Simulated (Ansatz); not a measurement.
Born–Oppenheimer molecular dynamics of BF$_{2}$GaGeH$_{4}$ (9 atoms, charge 0, multiplicity 1). It starts at the highest image of a converged band. Of that band: A vibrational analysis at the climbing image gives one clearly imaginary mode, 350i cm⁻¹, and a faint second one (25i cm⁻¹) that may be numerical noise or a soft torsion: probably a first-order saddle point.

Theory: RKS BLYP/def2-SVP in Ansatz 0.2.0.

```yaml
ensemble: NVE (velocity Verlet)
time_step: 0.5 fs
steps_asked: 200
starting_velocities_drawn_for: 100 K
seed: 4775
```

First frame:

```xyz
9
Properties=species:S:1:pos:R:3
B -2.333 -0.032 0.658
Ga -0.413 -0.090 0.111
Ge 2.002 0.220 -0.357
F 2.804 0.502 1.190
F 2.108 1.765 -1.214
H -3.108 0.505 -0.101
H -2.709 -0.782 1.532
H -1.171 -1.354 -0.699
H 2.909 -0.780 -1.137
```

**Question.** How far do the bonds stretch over the last three quarters of this one trajectory? (Pairs bonded in most of those frames.)

**Answer.** 
```csv
bond,mean (Å),spread (Å),shortest,longest
B1–Ga2,2.066,0.022,2.00,2.11
B1–H6,1.214,0.004,1.21,1.22
B1–H7,1.214,0.003,1.21,1.22
Ga2–Ge3,2.501,0.048,2.45,2.59
Ga2–H8,1.630,0.023,1.59,1.68
Ge3–F4,1.770,0.004,1.76,1.78
Ge3–F5,1.770,0.002,1.77,1.77
Ge3–H9,1.565,0.003,1.56,1.57
```

Mean temperature of the second half: 240 K. The conserved energy stayed within 0.0042 meV per atom of its start (net change 0.001 meV per atom), so the integration is sound. The system heated up, since it started high on the potential surface and ran downhill. A run of 0.1 ps of so small a system gives no equilibrium averages. The orbitals stay closed-shell, which can raise the energy where a bond breaks towards radicals; this wasn't checked here.

Run time: 8.2 min on 2 threads of Arm Neoverse V1, with other jobs on the host, peak memory 0.18 GiB.
